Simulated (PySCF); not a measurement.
MMg for M along group 12

PBE0 with double-zeta basis sets in PySCF, for the lowest determinant that a PBE0 search found; no spin–orbit coupling. De refers to high-spin ground-configuration atoms. A positive dipole means M(−)Mg(+).

```tsv
M	basis	state (unpaired electrons)	Re (Å)	ωe (cm⁻¹)	De (eV)	μ (D)
Zn	def2-SVP	singlet (closed shell)	3.315	81.9	0.13	-0.30
Hg	def2-SVP	singlet (closed shell)	3.618	49.7	0.05	0.00
```

(1) The row for M = Cd is missing. Estimate Re, ωe and De as the mean of the rows for Zn and Hg, and compare with the calculation.

Closed-shell solutions of metal pairs were not tested for spin polarisation, which can lower them a little. Weak bonds: MgCd, MgHg, MgZn. Basis-set superposition, not corrected here, can be much of De in a small basis, most of all at correlated wavefunction levels. Functionals without a dispersion term scatter widely for such bonds, and LDA overbinds them. Spin–orbit coupling is left out.

## Answers

(1) The means are 3.466 Å, 65.8 cm⁻¹ and 0.09 eV. PBE0 in def2-SVP gives MgCd as a singlet (closed shell) with Re = 3.578 Å, ωe = 61.1 cm⁻¹, De = 0.08 eV, so the estimate is off by -11.2 pm, +8 % and +0.01 eV.
